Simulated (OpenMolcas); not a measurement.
**An input for quartet GeNH3Cl**

The species is GeNH3Cl (6 atoms), meant as a quartet with charge 0. SMILES of the parent species: `[NH2][GeH][Cl]`. Geometry: relaxed at PBE0-D4/def2-TZVP. This is one conformer, not always the lowest. That shape belongs to the parent species and isn't relaxed for this state.

```xyz
6

N    -0.4463    0.3179   -0.7883
Ge    0.0754   -0.1510    0.9081
Cl    1.2430   -1.9569    0.6233
H    -0.9845    1.1712   -0.8614
H    -0.8887   -0.4143   -1.3272
H     1.0432    0.9691    1.3993
```

Settings wanted:

* method: DFT
* reference: UKS
* symmetry: none
* basis set: cc-pVDZ
* task: energy
* functional: BHLYP
* nucleus: point
* integration grid: UltraFine
* SCF convergence threshold: 1e-10

Task: Write the OpenMolcas 26.06 input and the command.

Result: One that was run (others would do as well):

struct.xyz:
```
6

N     -0.446300     0.317900    -0.788300
Ge     0.075400    -0.151000     0.908100
Cl     1.243000    -1.956900     0.623300
H     -0.984500     1.171200    -0.861400
H     -0.888700    -0.414300    -1.327200
H      1.043200     0.969100     1.399300
```

calc.input:
```
>>> EXPORT MOLCAS_PRINT=2

&GATEWAY
  BASLIB
  $CurrDir
  COORD
  struct.xyz
  BASIS
  cc-pVDZ
  GROUP
  NoSym

&SEWARD
  GRIDINPUT
  Grid=UltraFine
  End of Grid

&SCF
  UHF
  SPIN
  4
  KSDFT
  HYB_GGA_XC_BHANDHLYP
  THRESHOLDS
  1e-10 1e-07 1e-07 1e-05
  PRORBITALS
  1
```

```bash
$ export MOLCAS_MEM=1860
$ pymolcas calc.input > calc.log
```

(Basis files named in the input come from the Basis Set Exchange and aren't shown.)

Calculated total energy: -2593.45230 Eh. Without diffuse functions the anion is poorly described.
